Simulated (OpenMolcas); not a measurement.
A run on Mn I.

```
Program             : OpenMolcas 26.06
Method              : SS-CASPT2, IPEA 0.2 Eh, no level shift (closed shells correlated: 3s 3p)
Basis               : ANO-RCC-VDZ [5s4p2d]
Scalar Hamiltonian  : X2C, point nucleus
Active space        : 7 electrons in 5 orbitals (3d)
State averaging     : 2S+1 = 4 even, 10 roots; 2S+1 = 2 even, 28 roots kept (CI in the orbitals of an earlier block)
Spin-orbit coupling : RASSI with atomic mean-field integrals over the reference wave functions, term energies averaged over their components
```

First CASPT2 step and the start of its output:

```
&CASPT2
Multistate=10 1 2 3 4 5 6 7 8 9 10
Frozen=2 3
IPEA=0.2
MaxIter=60
WThr=0.0 0.3 0.05
PrWF=0.5
NoMix
```

```
--- CASPT2 ---
Orbital specifications:
      -----------------------

      Symmetry species                           1   2
                                                ag  au
      Frozen orbitals                            2   3
      Inactive orbitals                          1   3
      Active orbitals                            5   0
      Secondary orbitals                         7   6
      Deleted orbitals                           0   0
      Number of basis functions                 15  12
Type of calculation                        MS-CASPT2
      Fock operator                              state-specific
      IPEA shift                                 0.20
      Real shift                                 0.00
      Imaginary shift                            0.00
      The input orbitals will be transformed to quasi-canonical
Reference energy:       -1156.9942925789
      E2 (Non-variational):      -0.3104749262
      E2 (Variational):          -0.3104749131
      Total energy:           -1157.3047674920
      Residual norm:              0.0000005818
      Reference weight:           0.91028
      Contributions to the CASPT2 correlation energy
      Active & Virtual Only:         -0.1461991677
      One Inactive Excited:          -0.1027210645
      Two Inactive Excited:          -0.0615546940
Reference energy:       -1156.9942925789
      E2 (Non-variational):      -0.3124203550
      E2 (Variational):          -0.3124202986
      Total energy:           -1157.3067128774
      Residual norm:              0.0000004270
      Reference weight:           0.86971
      Contributions to the CASPT2 correlation energy
      Active & Virtual Only:         -0.1478710578
      One Inactive Excited:          -0.1028747221
...
```

Over all roots the printed reference weights run from 0.03 to 0.91, and roots that are degenerate in the reference spread by up to 3500 cm-1.

Q: Did the run give usable levels, and if not, why?

A: No. The equations converged, but the reference weight falls to 0.03 for at least one root against 0.91 for the best. A drop of that size marks an intruder state, so the energies of such roots and the levels built on them can't be trusted.
